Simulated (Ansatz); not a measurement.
A CCSD(T) single point on CH$_{3}$BFNS, SMILES `N=C(F)BS`.

```yaml
crystal:
  periodic: [false, false, false]
  atoms:
    - {symbol: N, position_ang: [-0.609487, 1.141188, 0.549291]}
    - {symbol: C, position_ang: [0.366225, 0.358126, 0.495796]}
    - {symbol: F, position_ang: [1.453314, 0.539888, 1.282819]}
    - {symbol: B, position_ang: [0.458435, -0.897494, -0.457478]}
    - {symbol: S, position_ang: [-0.874339, -1.263504, -1.539863]}
    - {symbol: H, position_ang: [-0.474790, 1.889450, 1.229447]}
    - {symbol: H, position_ang: [1.414390, -1.604022, -0.459198]}
    - {symbol: H, position_ang: [-1.641649, -0.220733, -1.156715]}
basis:
  gaussian: {orbitals: def2-TZVPP}
correlation: {method: ccsd_t}
output: {orbitals: {seedname: orbitals}}
```

```sh
$ ansatz run in.yaml --threads 4 --pin off --events-out ev --progress --plain
```

The program prints (abridged):

```
Functional definition: HF
1267 factors; integrals over basis functions are off by at most 1.2e-3 eV
mean field evaluation 1: about -16754.3297 eV, gradient 3.5e1 eV
mean field evaluation 2: about -16754.5787 eV, gradient 3.5e1 eV
mean field evaluation 4: about -16757.5891 eV, gradient 4.2e0 eV
mean field evaluation 8: about -16757.6802 eV, gradient 5.6e-1 eV
mean field evaluation 16: about -16757.6831 eV, gradient 1.6e-6 eV
mean field -16757.68309715 eV, -615.8334950545 hartree, gradient 1.6e-6 eV, S^2 0.000000; 0 other end points of the search recorded, 0 dependent functions left out
9 core orbitals not correlated: weight in the atoms' cores, before any rotation towards them, 1.000 or more for the frozen orbitals, at most 0.000 for the correlated occupied ones
reference -16757.68309715 eV, -615.8334950545 hartree; 14, 14 occupied and 185, 185 virtual orbitals, 1267 factors
second order -23.86167823 eV of doubles, -0.00000000 eV of singles
cycle   1  -24.01396598 eV  change   -1.5e-1 eV  update   1.2e-1
cycle   2  -24.61981857 eV  change   -6.1e-1 eV  update   3.6e-2
cycle   3  -24.76959204 eV  change   -1.5e-1 eV  update   2.0e-2
cycle   4  -24.75550734 eV  change    1.4e-2 eV  update   6.1e-3
cycle   5  -24.75101359 eV  change    4.5e-3 eV  update   3.2e-3
cycle   6  -24.75285298 eV  change   -1.8e-3 eV  update   1.3e-3
cycle   7  -24.75214792 eV  change    7.1e-4 eV  update   5.3e-4
cycle   8  -24.75199307 eV  change    1.5e-4 eV  update   1.6e-4
cycle   9  -24.75207022 eV  change   -7.7e-5 eV  update   6.3e-5
cycle  10  -24.75206505 eV  change    5.2e-6 eV  update   2.0e-5
perturbative correction -1.08492108 eV, -0.0398701143 hartree
Total energy: -16783.52008328 eV, -616.7829867820 hartree
```

It took 95 s on 4 threads of a server CPU on a shared host, with 2.9 GiB of host memory at the peak.

MP2 recovers 92.4 % of the CCSD(T) correlation energy and the triples give 4.2 %; T1 = 0.0155.
